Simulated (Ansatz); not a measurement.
Geometry optimisation, RHF/def2-SVP in Ansatz 0.2.0.

input.yaml

```yaml
crystal:
  periodic: [false, false, false]
  atoms:
    - { symbol: "N", position_ang: [-0.3115, 0.1955, 1.5567] }
    - { symbol: C, position_ang: [-0.4087, 0.2537, 0.2543] }
    - { symbol: O, position_ang: [0.07552, -0.04663, -1.0925] }
    - { symbol: B, position_ang: [-1.25057, 0.74349, -0.90891] }
    - { symbol: F, position_ang: [-2.29236, 1.49276, -1.49624] }
    - { symbol: H, position_ang: [0.4125, -0.2442, 2.0352] }
basis:
  gaussian: { orbitals: def2-SVP }
hamiltonian:
  xc: hf
relax:
  f_tol: 0.015
  max_steps: 40
```

Command:

```bash
$ ansatz run input.yaml --threads 1 --pin off --max-ram 2048MiB --backend cpu --events-out ev --progress --plain --runs-dir out
```

Problem. Where does it end, and by what steps?

Solution. It converged. After 8 steps the energy has fallen by 2.110 eV; H6 moved furthest, 0.44 Å.

```csv
step,energy less start (eV),largest force component (eV/Å),accepted
0,0.0000,6.368,yes
1,-1.5108,2.598,yes
2,-1.9109,3.289,yes
3,-2.0605,1.036,yes
4,-2.0969,0.442,yes
5,-2.1074,0.169,yes
6,-2.1098,0.074,yes
7,-2.1099,0.024,yes
8,-2.1099,0.009,yes
```

```xyz
6
Properties=species:S:1:pos:R:3
N -0.283 0.177 1.611
C -0.655 0.414 0.468
O -0.123 0.082 -0.819
B -1.244 0.789 -0.842
F -2.041 1.295 -1.715
H 0.570 -0.362 1.645
```

Whether the end is a true minimum wasn't checked by a vibrational analysis.

Time of the run: 17 s on 1 thread of Arm Neoverse V2, on a shared host, peak memory 0.18 GiB.
